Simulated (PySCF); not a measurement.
C$_{4}$H$_{12}$O$_{3}$Si, charge +1, doublet, geometry from GFN2-xTB (a state made from the parent by changing its charge; the spin is typed, not shown lowest); PBE0/6-31G* run with PySCF.

PySCF was given this input:
```python
from pyscf import gto, scf, dft

mol = gto.M(
    atom='''
C    -2.399916   -1.328307   -0.440004
O    -1.524090   -0.242006   -0.310881
Si    0.000315    0.002570    0.101663
C     0.006439    0.052572    2.079763
O     0.557840    1.427452   -0.359527
C     0.057380    2.722462   -0.550008
O     0.963264   -1.209827   -0.294117
C     2.338071   -1.430608   -0.452088
H    -1.879676   -2.224928   -0.773248
H    -2.908707   -1.511558    0.509234
H    -3.151926   -1.042021   -1.180922
H    -0.754198    0.755631    2.396391
H     0.990039    0.372991    2.400663
H    -0.213442   -0.945741    2.437724
H    -0.973336    2.706059   -0.900699
H     0.694034    3.200493   -1.300071
H     0.136730    3.292849    0.378360
H     2.845259   -0.544435   -0.830356
H     2.446595   -2.250703   -1.167702
H     2.776266   -1.746276    0.497566
''',
    basis='6-31g*',
    charge=1,
    spin=1,
    verbose=4,
)

mf = dft.UKS(mol)
mf.xc = 'pbe0'
mf.grids.atom_grid = (99, 590)
mf.grids.prune = None
mf.kernel()
```

The log (banner, timings and long lists left out):

```
PySCF version 2.14.0

[INPUT] verbose = 4
[INPUT] num. atoms = 20
[INPUT] num. electrons = 73
[INPUT] charge = 1
[INPUT] spin (= nelec alpha-beta = 2S) = 1
[INPUT] symmetry False subgroup None
[INPUT] Mole.unit = angstrom
[INPUT] Symbol           X                Y                Z      unit          X                Y                Z       unit  Magmom
[...]
nuclear repulsion = 517.240656520887
number of shells = 74
number of NR pGTOs = 288
number of NR cGTOs = 140
basis = 6-31g*
ecp = {}

******** <class 'pyscf.dft.uks.UKS'> ********
method = UKS
initial guess = minao
damping factor = 0
level_shift factor = 0
DIIS = <class 'pyscf.scf.diis.CDIIS'>
diis_start_cycle = 1
diis_space = 8
diis_damp = 0
SCF conv_tol = 1e-09
SCF conv_tol_grad = None
SCF max_cycles = 50
direct_scf = True
direct_scf_tol = 1e-13
number electrons alpha = 37  beta = 36
XC library pyscf.dft.libxc version 7.1.2
    S. Lehtola, C. Steigemann, M. J. T. Oliveira, and M. A. L. Marques,  SoftwareX 7, 1–5 (2018)
XC functionals = pbe0
    C. Adamo and V. Barone,  J. Chem. Phys. 110, 6158 (1999)
    M. Ernzerhof and G. E. Scuseria,  J. Chem. Phys. 110, 5029 (1999)
radial grids:
    Treutler-Ahlrichs [JCP 102, 346 (1995); DOI:10.1063/1.469408] (M4) radial grids

becke partition: Becke, JCP 88, 2547 (1988); DOI:10.1063/1.454033
pruning grids: None
grids dens level: 3
symmetrized grids: False
atomic radii adjust function: <function treutler_atomic_radii_adjust>
User specified grid scheme (99, 590)
small_rho_cutoff = 0
Set gradient conv threshold to 3.16228e-05
tot grids = 1168200
init E= -675.104740056341

cycle= 1 E= -673.854236689826  delta_E= 1.25  |g|= 0.61  |ddm|= 2.75
cycle= 2 E= -673.659043762032  delta_E= 0.195  |g|= 0.931  |ddm|= 1.08
cycle= 3 E= -673.99318874353  delta_E= -0.334  |g|= 0.0861  |ddm|= 0.725
cycle= 4 E= -673.996514153002  delta_E= -0.00333  |g|= 0.0375  |ddm|= 0.106
cycle= 5 E= -673.997345746042  delta_E= -0.000832  |g|= 0.00728  |ddm|= 0.0389
cycle= 6 E= -673.997380079779  delta_E= -3.43e-05  |g|= 0.00289  |ddm|= 0.0104
cycle= 7 E= -673.997386926212  delta_E= -6.85e-06  |g|= 0.0011  |ddm|= 0.00445
cycle= 8 E= -673.997388317398  delta_E= -1.39e-06  |g|= 0.000275  |ddm|= 0.00259
cycle= 9 E= -673.997388408078  delta_E= -9.07e-08  |g|= 0.000105  |ddm|= 0.000589
cycle= 10 E= -673.99738843598  delta_E= -2.79e-08  |g|= 3.68e-05  |ddm|= 0.000412
cycle= 11 E= -673.997388441743  delta_E= -5.76e-09  |g|= 1.73e-05  |ddm|= 0.000235
cycle= 12 E= -673.997388442139  delta_E= -3.96e-10  |g|= 1.67e-05  |ddm|= 5.56e-05
Extra cycle  E= -673.997388441791  delta_E= 3.49e-10  |g|= 3.67e-05  |ddm|= 4.86e-05
converged SCF energy = -673.997388441791  <S^2> = 0.7556624  2S+1 = 2.0056544
```
